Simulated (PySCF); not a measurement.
Delta-SCF ions had no search for a lower state. Excitations are Tamm–Dancoff values on a coarser integration grid. The basis has no diffuse functions, so Rydberg states are missing or too high.

**C₉H₇F₃, SMILES `c1c(/C=C/C(F)(F)F)cccc1` (C–C–C–C torsion 180°) (charge 0, multiplicity 1)**

These are PBE-D3(BJ)/def2-TZVP // PBE0-D3(BJ)/def2-SVP run with PySCF 2.14.0 values and carry that method's errors.

```
Quantity                                                                     Result
-------------------------------------------  --------------------------------------
HOMO                                                                       -6.15 eV
dipole moment                                                                3.16 D
HOMO–LUMO gap                                                               3.60 eV
LUMO                                                                       -2.55 eV
S1 excitation (TDA)                                                         4.42 eV
S1 oscillator strength                                                        0.009
brightest of the four lowest singlets (TDA)                                 4.90 eV
T1 excitation (TDA)                                                         3.09 eV
S1–T1 gap (TDA)                                                             1.33 eV
vertical ionisation energy (Delta-SCF)                                      8.63 eV
total energy                                                           -646.2481 Ha
cost                                         about 18 core-minutes (a rough figure)
```

```xyz
19

F     -3.7465     0.9477    -0.4514
C     -3.4920    -0.2732     0.0266
F     -4.1583    -0.3987     1.1823
F     -4.0309    -1.1572    -0.8243
C     -2.0367    -0.5294     0.2162
C     -1.0961     0.3753    -0.0781
C      0.3521     0.2230     0.0695
C      1.1825     1.2915    -0.3007
C      2.5665     1.1993    -0.1817
C      3.1461     0.0329     0.3123
C      2.3325    -1.0393     0.6856
C      0.9517    -0.9463     0.5658
H     -1.8095    -1.5214     0.6150
H     -1.4300     1.3402    -0.4733
H      0.7292     2.2075    -0.6891
H      3.1952     2.0426    -0.4766
H      4.2317    -0.0439     0.4075
H      2.7816    -1.9565     1.0736
H      0.3309    -1.7942     0.8631
```
